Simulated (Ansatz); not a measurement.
PBE exchange is replaced step by step with exact exchange (0 % is PBE, 25 % PBE0; no dispersion term), basis def2-TZVP, Ansatz. System: the cluster AlF₃. Total charge 0; singlet. Geometry: PBE-D4/def2-TZVP, each spin state at its own.

The relaxed quintet has other bonds than the singlet, so its gap is one between isomers.

Geometry of the singlet:

Cartesian coordinates in Å:
```
Al 0.000 0.000 0.000
F 0.985 0.459 1.238
F -0.535 1.118 -1.085
F -0.450 -1.577 -0.153
```

In the quintet geometry the species has come apart into loosely held pieces. In the quintet, F2 and F3 lie 1.95 Å apart, F2 and F4 lie 1.95 Å apart (atoms count from 1), so these atoms are partly bonded to each other. The structure comes from a short search, and lower isomers may exist.

| exact exchange (%) | HOMO (eV) | LUMO (eV) | gap (eV) | triplet − singlet (kJ/mol) | quintet − singlet (kJ/mol) |
| --- | --- | --- | --- | --- | --- |
| 0 | -9.61 | -2.50 | 7.10 | 523.8 | 1204.9 |
| 5 | -10.02 | -2.32 | 7.70 | 532.0 | 1218.9 |
| 10 | -10.44 | -2.14 | 8.29 | 539.7 | 1232.6 |
| 25 | -11.70 | -1.61 | 10.09 | 561.9 | 1273.3 |
| 35 | -12.56 | -1.26 | 11.30 | 576.1 | 1299.7 |
| 50 | -13.86 | -0.73 | 13.12 | 596.8 | 1338.4 |

**Question.** Fit a straight line to the column «quintet − singlet (kJ/mol)» against the share of exact exchange and predict its value at 15 %.

**Answer.** With x = exact exchange (%) and y = quintet − singlet (kJ/mol): mean x = 20.83, mean y = 1261; Σ(x − x̄)(y − ȳ) = 5000, Σ(x − x̄)² = 1871; slope b = 2.672, intercept a = ȳ − b·x̄ = 1205. The residuals of the fitted rows reach 1.5. At x = 15 the line gives 1205 + (2.672 × 15) = 1245.1; the run gave 1246.3, 1.2 more than the line.
